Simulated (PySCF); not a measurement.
# A bond scan of AlCH4

Calculated results; nothing here was measured. The program is PySCF 2.14.0, an open-source quantum chemistry code, run on an isolated molecule that a program drew, which may never have been made. The molecule is AlCH4 (charge 0, doublet), drawn as the SMILES string `[CH3][AlH]`.

The structure below is the HF double-zeta minimum with every atom moved a little at random, so it isn't optimised. Bond C1-H5 is then set to each length in the table by shifting atom 5 along it, with nothing else relaxed.
```xyz
6
AlCH4, angstrom
C    -0.1283    1.3915    0.6246
Al    1.2703    0.1047    0.9887
H    -1.1074    1.0798    0.8622
H    -0.0562    2.3244    1.2249
H    -0.1260    1.7553   -0.4986
H     1.2219   -1.2149    0.1672
```

E is the energy above the same method's energy at the HF double-zeta minimum. IE is the energy to remove one electron at fixed geometry, to the singlet state of charge +1, as a difference of total energies. The basis family is cc-pV(n+d)Z, with UHF for radicals and no spin-orbit coupling. Best is HF at quadruple zeta, plus MP2 correlation extrapolated from triple and quadruple zeta, plus CCSD(T) minus MP2 at triple zeta, with a frozen core. The other columns are at triple zeta.

```
bond (Å)  E MP2 (kcal/mol)  E wB97X (kcal/mol)  E CCSD(T) (kcal/mol)  E best (kcal/mol)  IE MP2 (eV)  IE wB97X (eV)  IE CCSD(T) (eV)  IE best (eV)     T1
  1.1806              4.65                4.64                  4.63               4.57        7.391          7.414            7.429         7.461  0.012
  1.1976              5.62                5.58                  5.53               5.48        7.392          7.415            7.430         7.463  0.013
  1.2616             10.21               10.09                  9.84               9.83        7.394          7.421            7.436         7.468  0.013
  1.3016             13.69               13.52                 13.11              13.12        7.396          7.425            7.439         7.471  0.013
  1.4656                 ?                   ?                     ?                  ?            ?              ?                ?             ?      ?
  1.5966             45.32               44.69                 42.20              42.28        7.406          7.469            7.480         7.512  0.018
```

T1 is the CCSD diagnostic of the starting molecule.

**Estimate the best E and IE at 1.4656 Å from the other rows.**

A least-squares cubic in the inverse of the bond length through the other values of E best gives 28.89 kcal/mol there. A least-squares quadratic in the bond length through IE best gives 7.491 eV. The calculation gives 28.96 kcal/mol and 7.492 eV, so the fits miss by 0.07 kcal/mol and 0.001 eV. The same recipe one zeta lower moves these two values by 0.11 kcal/mol and 0.02 eV, a gauge of their own error. The rest of the row: E is 30.59 (MP2), 30.25 (wB97X), 28.90 (CCSD(T)); IE is 7.406 (MP2), 7.446 (wB97X), 7.460 (CCSD(T)); T1 is 0.015.
